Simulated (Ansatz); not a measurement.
C3H2O, SMILES `C#C[C]O` (lower singlet) (charge 0, multiplicity 1). This singlet lies 0.63 eV below the relaxed triplet at the level B3LYP/cc-pVTZ // PBE0-D3(BJ)/def2-TZVP (Ansatz, an electronic-structure program).

Level of theory: frozen-core fic-MRCISD+Q@CASSCF(6e,6o)/cc-pVTZ // PBE0-D3(BJ)/def2-TZVP (Ansatz).

Ansatz 0.2 input:
```yaml
crystal:
  periodic: [false, false, false]
  atoms:
    - { symbol: C, position_ang: [1.704703, 0.02808, -0.069397] }
    - { symbol: C, position_ang: [0.494543, 0.015543, -0.03902] }
    - { symbol: C, position_ang: [-0.894941, 0.014375, -0.268032] }
    - { symbol: O, position_ang: [-1.567307, -0.049569, 0.85568] }
    - { symbol: H, position_ang: [2.769592, 0.038418, -0.082311] }
    - { symbol: H, position_ang: [-2.506588, -0.046845, 0.632906] }
basis:
  gaussian: { orbitals: cc-pVTZ }
correlation:
  method: fic_mrcisd_q
  active_space: { window: { electrons: 6, orbitals: 6 } }
```

Output:

```
Functional definition: HF
873 factors; integrals over basis functions are off by at most 9.3e-4 eV
mean field evaluation 1: about -5155.1329 eV, gradient 3.1e1 eV
mean field evaluation 2: about -5155.1398 eV, gradient 3.1e1 eV
mean field evaluation 4: about -5157.6060 eV, gradient 4.2e0 eV
mean field evaluation 8: about -5157.6716 eV, gradient 1.4e-1 eV
mean field -5157.67182056 eV, -189.5409434100 hartree, gradient 4.2e-6 eV, S^2 0.000000; 0 other end points of the search recorded, 0 dependent functions left out; unrestricted orbitals would lower it
reference -5157.67182056 eV, -189.5409434100 hartree; 14, 14 occupied and 134, 134 virtual orbitals, 873 factors
state -5160.37891609 eV, -189.6404273359 hartree
contracted CI cycle   1: correlation 0.00000000 eV, 0.0000000000 hartree, residual 4.57e1 eV
contracted CI cycle   2: correlation -13.97030503 eV, -0.5133992406 hartree, residual 6.68e0 eV
contracted CI cycle   3: correlation -14.35774543 eV, -0.5276374126 hartree, residual 1.55e0 eV
contracted CI cycle   4: correlation -14.38103382 eV, -0.5284932450 hartree, residual 4.79e-1 eV
contracted CI cycle   5: correlation -14.38350080 eV, -0.5285839050 hartree, residual 1.66e-1 eV
contracted CI cycle   6: correlation -14.38377735 eV, -0.5285940678 hartree, residual 5.63e-2 eV
contracted CI cycle   7: correlation -14.38381070 eV, -0.5285952937 hartree, residual 1.97e-2 eV
contracted CI cycle   8: correlation -14.38381456 eV, -0.5285954356 hartree, residual 6.32e-3 eV
contracted CI cycle   9: correlation -14.38381494 eV, -0.5285954494 hartree, residual 1.98e-3 eV
contracted CI cycle  10: correlation -14.38381498 eV, -0.5285954507 hartree, residual 6.41e-4 eV
state -5160.37891609 eV, -189.6404273359 hartree; corrected -5176.72905711 eV, -190.2412839359 hartree
state -5159.98833403 eV, -189.6260737098 hartree
contracted CI cycle   1: correlation 0.00000000 eV, 0.0000000000 hartree, residual 4.58e1 eV
contracted CI cycle   2: correlation -14.18697607 eV, -0.5213617543 hartree, residual 7.45e0 eV
contracted CI cycle   3: correlation -14.62245516 eV, -0.5373653155 hartree, residual 1.71e0 eV
contracted CI cycle   4: correlation -14.65014103 eV, -0.5383827527 hartree, residual 5.23e-1 eV
contracted CI cycle   5: correlation -14.65303847 eV, -0.5384892317 hartree, residual 1.74e-1 eV
contracted CI cycle   6: correlation -14.65334800 eV, -0.5385006067 hartree, residual 6.47e-2 eV
contracted CI cycle   7: correlation -14.65339020 eV, -0.5385021574 hartree, residual 2.33e-2 eV
contracted CI cycle   8: correlation -14.65339577 eV, -0.5385023621 hartree, residual 8.28e-3 eV
contracted CI cycle   9: correlation -14.65339654 eV, -0.5385023904 hartree, residual 3.17e-3 eV
contracted CI cycle  10: correlation -14.65339664 eV, -0.5385023943 hartree, residual 1.17e-3 eV
state -5159.98833403 eV, -189.6260737098 hartree; corrected -5176.70211150 eV, -190.2402937028 hartree
state -5160.37891609 eV, -189.6404273359 hartree; corrected -5176.72905711 eV, -190.2412839359 hartree
2 active orbitals were swapped for others, from the solution at -5159.98832491 eV, -189.6260733749 hartree to that at -5160.37890570 eV, -189.6404269541 hartree; typed "places" are swapped only where nearly empty or full, and so, without "given_window_search", are "orbital_numbers", "shells" and a window whose orbitals a file names under [Active]
Total energy: -5176.72905711 eV, -190.2412839359 hartree
```
